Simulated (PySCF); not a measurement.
## `C#C/C([O-])=C/C=O`, [C$_{5}$H$_{3}$O$_{2}$]-, charge -1

Geometry:
```json
{"atom": "C1", "x (Å)": "2.749", "y (Å)": "0.418", "z (Å)": "-0.144"}
{"atom": "C2", "x (Å)": "1.629", "y (Å)": "-0.014", "z (Å)": "-0.209"}
{"atom": "C3", "x (Å)": "0.302", "y (Å)": "-0.618", "z (Å)": "-0.294"}
{"atom": "O4", "x (Å)": "0.220", "y (Å)": "-1.845", "z (Å)": "-0.494"}
{"atom": "C5", "x (Å)": "-0.733", "y (Å)": "0.316", "z (Å)": "-0.129"}
{"atom": "C6", "x (Å)": "-2.085", "y (Å)": "-0.033", "z (Å)": "-0.173"}
{"atom": "O7", "x (Å)": "-3.063", "y (Å)": "0.717", "z (Å)": "-0.039"}
{"atom": "H8", "x (Å)": "3.716", "y (Å)": "0.828", "z (Å)": "-0.082"}
{"atom": "H9", "x (Å)": "-0.465", "y (Å)": "1.352", "z (Å)": "0.039"}
{"atom": "H10", "x (Å)": "-2.262", "y (Å)": "-1.117", "z (Å)": "-0.351"}
```

Total charge -1.

Computed, not measured: PySCF, quadratic response wB97X-D/def2-SVPD first hyperpolarisability, Taylor convention, gas phase. Geometry: GFN2-xTB.

For a gas-phase anion, states above the detachment energy (about 3.3 eV, taken as minus the energy of the highest occupied orbital) lie in the continuum and depend on the basis.

**Question.** Give β for the processes computed.

**Answer.** In au, Taylor convention; the vector part is βᵢ = ⅓ Σⱼ (βᵢⱼⱼ + βⱼᵢⱼ + βⱼⱼᵢ):
| process | λ (nm) | β vector norm | β HRS | depolarisation ratio |
| --- | --- | --- | --- | --- |
| static β(0;0,0) | ∞ | 417.4 | 178.1 | 4.54 |
| second harmonic β(−2ω;ω,ω) | 1907 | 474.5 | 201.6 | 4.62 |
| Pockels β(−ω;ω,0) | 1907 | 435.0 | – | – |
| second harmonic β(−2ω;ω,ω) | 1340 | 549.2 | 232.3 | 4.69 |
| Pockels β(−ω;ω,0) | 1340 | 454.5 | – | – |

**Question.** Which lowest excitations and polarisabilities go with it?

**Answer.** S1 3.86 eV (f = 0.000); S2 4.30 eV (f = 0.394); S3 4.55 eV (f = 0.000); isotropic α 82.7 au static, 83.2 au at 1907 nm, 83.9 au at 1340 nm, 85.1 au at 953.5 nm, 88.0 au at 670 nm.
